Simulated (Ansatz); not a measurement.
Relaxation of Cl3FH3HfSi (9 atoms, charge 0, multiplicity 2), to a largest force component of 0.03 eV/Å in at most 50 steps.

All numbers below come from Ansatz, UKS PBE/def2-SVP.

```xyz
9
Properties=species:S:1:pos:R:3
Hf 0.088 -0.162 -0.160
F 0.249 -0.459 1.762
Cl 2.226 -0.037 -1.105
Cl -1.057 1.845 -0.530
Cl -1.100 -1.937 -1.119
Si -0.190 0.355 4.399
H -0.884 -0.984 4.418
H 1.308 0.182 4.421
H -0.639 1.196 5.569
```

Q: Where does it end, and by what steps?

A: The run converged. The force dipped under the threshold on the way, but the program's further checks kept it going. After 7 steps the energy has fallen by 0.062 eV; H9 moved furthest, 0.38 Å.

| step | energy less start (eV) | largest force component (eV/Å) | accepted |
| --- | --- | --- | --- |
| 0 | 0.0000 | 1.067 | yes |
| 1 | -0.0527 | 0.175 | yes |
| 2 | -0.0587 | 0.055 | yes |
| 3 | -0.0598 | 0.016 | yes |
| 4 | -0.0610 | 0.021 | yes |
| 5 | -0.0618 | 0.088 | yes |
| 6 | -0.0621 | 0.053 | yes |
| 7 | -0.0624 | 0.006 | yes |

```xyz
9
Properties=species:S:1:pos:R:3
Hf 0.115 -0.212 -0.304
F 0.319 -0.587 1.553
Cl 2.242 -0.052 -1.275
Cl -1.040 1.812 -0.551
Cl -1.096 -1.958 -1.293
Si -0.242 0.452 4.627
H -0.948 -0.868 4.481
H 1.247 0.300 4.484
H -0.595 1.113 5.933
```

Whether the end is a true minimum wasn't checked by a vibrational analysis.

Run time: 30 s on 4 threads of Arm Neoverse V2, with other jobs on the host, peak memory 0.26 GiB.
